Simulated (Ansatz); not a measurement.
Task: Name a neutral molecule of C, F, Ge, Si and H with HOMO–LUMO gap (PBE0/def2-TZVPP) between 6.60 and 6.90 eV and HOMO energy (PBE0/def2-TZVPP) between -7.50 and -7.20 eV (Ansatz, PBE0-D4/def2-TZVP geometry).

Result: `F[C]1=[CH][GeH]1[SiH3]` (6.76 eV, -7.48 eV). Other molecules can fit too; these were computed, each in one conformer that needn't be the lowest.
